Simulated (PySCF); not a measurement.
A side-by-side comparison of computed properties.

First species: C7H6OS.
Numbering: `[CH2:1]=[CH:2][c:3]1[cH:4][c:5](=[S:6])[cH:7][cH:8][o:9]1` (hydrogens: H10, H11 on C1; H12 on C2; H13 on C4; H14 on C7; H15 on C8)

Second species: C6H7OPS.
Atom-mapped SMILES: `[CH3:1][O:2]/[CH:3]=[P:4]\[c:5]1[cH:6][cH:7][cH:8][s:9]1` (hydrogens: H10, H11, H12 on C1; H13 on C3; H14 on C6; H15 on C7; H16 on C8)

Levels: CAM-B3LYP/def2-SVPD for dipole moment, HOMO energy, LUMO energy, HOMO–LUMO gap, static isotropic polarisability and electronic spatial extent ⟨r²⟩ about the centre of nuclear charge; TDDFT CAM-B3LYP/def2-SVPD for lowest singlet excitation; TDA CAM-B3LYP/def2-SVPD for lowest triplet excitation (Tamm–Dancoff); GFN2-xTB for rotational constant A and rotational constant C. Geometries: GFN2-xTB. All species are isolated and taken at one optimised geometry, non-relativistic unless stated. Electronic properties by PySCF.

Dipoles, sizes and rotational constants follow the conformer. The torsions of the flexible species, by atom-mapped SMILES:
- `[CH2:1]=[CH:2][c:3]1[cH:4][c:5](=[S:6])[cH:7][cH:8][o:9]1`: C1–C2–C3–C4 180°
- `[CH3:1][O:2]/[CH:3]=[P:4]\[c:5]1[cH:6][cH:7][cH:8][s:9]1`: C1–O2–C3–P4 179°, C3–P4–C5–C6 180°

Which of the two has the higher rotational constant C, and by how much?

The first: 0.686 GHz against 0.648 GHz, a difference of 0.038 GHz.

Which has the higher HOMO energy?

The second: -7.03 eV against -7.35 eV, a difference of 0.32 eV.

Which of the two has the higher dipole moment, and by how much?

The first: 5.23 D against 2.32 D, a difference of 2.91 D.

Which has the higher rotational constant A?

The first: 3.461 GHz against 2.243 GHz, a difference of 1.218 GHz.

Which has the higher S1 energy?

The second: 4.21 eV against 2.43 eV, a difference of 1.78 eV.

Which has the higher T1 energy?

The second: 2.31 eV against 2.10 eV, a difference of 0.21 eV.

Which of the two has the higher LUMO energy, and by how much?

The second: -0.37 eV against -1.52 eV, a difference of 1.15 eV.

Which of the two has the higher ⟨r²⟩, and by how much?

The second: 1699 bohr² against 1567 bohr², a difference of 132 bohr².

On the first: 1 of the 8 computed singlets lies in the visible range (750 to 380 nm, 1.65 to 3.26 eV), with an oscillator strength of 0.000. The principal polarisabilities are 63.8, 103.0 and 206.0 au; their mean is the isotropic value.

On the second: The polarisability is 18.38 Å³ as a volume (1 au = 0.148185 Å³), or 1.51 au for each of the 82 electrons. The 8 singlets span 4.21 to 6.12 eV, and their oscillator strengths add up to 0.58.
